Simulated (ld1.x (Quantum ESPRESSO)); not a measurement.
# Plane-wave convergence, TM potential for N

N, norm-conserving Troullier–Martins (Kleinman–Bylander form), made with ld1.x (Quantum ESPRESSO) 7.5 (LDA (PZ), scalar-relativistic). Core [He], reference 2s1 2p4. Waves: 2p (bound): rc 2.10 bohr; 2s (bound): rc 0.95 bohr. Local part: the s channel. Core correction: none.

The pseudo-atom Hamiltonian at the reference potential is diagonalised in spherical Bessel functions j_l(qr) that vanish at 20 bohr, with q² up to the cutoff. All-electron valence levels (Ry): 2p -0.5615, 2s -1.3866.

Q: How do the lowest levels (Ry) of each channel move with the cutoff, and are there ghosts?

A:

| cutoff (Ry) | p #1 | s #1 | d #1 | f #1 | Σ f·Δε (mRy) |
| --- | --- | --- | --- | --- | --- |
| 8 | -0.1874 | -1.2459 | 0.0774 | 0.1197 | 1637.1 |
| 18 | -0.4833 | -1.2849 | 0.0774 | 0.1197 | 414.5 |
| 35 | -0.5612 | -1.3621 | 0.0774 | 0.1197 | 25.8 |
| 60 | -0.5614 | -1.3837 | 0.0774 | 0.1197 | 3.1 |
| 100 | -0.5615 | -1.3849 | 0.0774 | 0.1197 | 1.7 |
| 160 | -0.5615 | -1.3865 | 0.0774 | 0.1197 | 0.1 |
| 400 | -0.5615 | -1.3866 | 0.0774 | 0.1197 | 0.0 |

Result: no extra level below or beside the all-electron valence levels (p, s, d, f tested); 10 mRy is reached at 45 Ry and 1 mRy at 120 Ry.

Its largest configuration-test error is +2698 meV.
